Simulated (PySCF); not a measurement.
SMILES CS[SiH2][SiH3] (CH8SSi2), singlet at its GFN2-xTB optimised geometry (Å):

```
12

C      1.6350    -0.5554     0.0000
S     -0.1845    -0.5554     0.0000
Si    -0.5469     1.5706     0.0000
Si     0.5113     2.6089     1.7796
H      2.0005    -0.0556    -0.8921
H      2.0038    -0.0583     0.8932
H      1.9508    -1.5934    -0.0038
H     -2.0038     1.5934    -0.0090
H     -0.0824     2.0355    -1.3122
H     -0.2434     3.7899     2.1981
H      1.8608     3.0566     1.4146
H      0.6672     1.7381     2.9485
```

Level of theory: PBE0/def2-TZVP (PySCF).

Map of the deformation density (molecule minus spherical neutral atoms) (e/bohr³) on the plane z = 1.2 Å:

```
|:::::::::::::::::::::::::|
|:::::::::::::...:::::::::|
|:::::::::::::..:::.::::::|
|:::::::::.::.  -+=..:::::|
|::::::::..::. .+@%:.:::::|
|::::::::..:-=:.=#+:.:::::|
|:::::::..:-+#+..-::::::::|
|::::::::..-+*+. ..:::::::|
|:::::::....-=-.....::::::|
|:::::::.....::.....::::::|
|:::::::.............:::::|
|::::::::..:::....  ..::::|
|:::::::::::::....:...::::|
|:::::::::::-::..:-:..::::|
|::::::::::---:.......::::|
|:::::::::::-::......:::::|
|::::::::::::::......:::::|
|:::::::::::::::....::::::|
|:::::::::::::::::::::::::|
|:::::::::::::::::::::::::|
|:::::::::::::::::::::::::|
|:::::::::::::::::::::::::|
|:::::::::::::::::::::::::|
|:::::::::::::::::::::::::|
|:::::::::::::::::::::::::|
```
Scale: ten equal steps from -0.014 (start of ' ') to 0.047 (end of '@'), in the order ' .:-=+*#%@'; x runs from -4.50 to 4.50, y from -4.50 (bottom) to 4.50 (top).
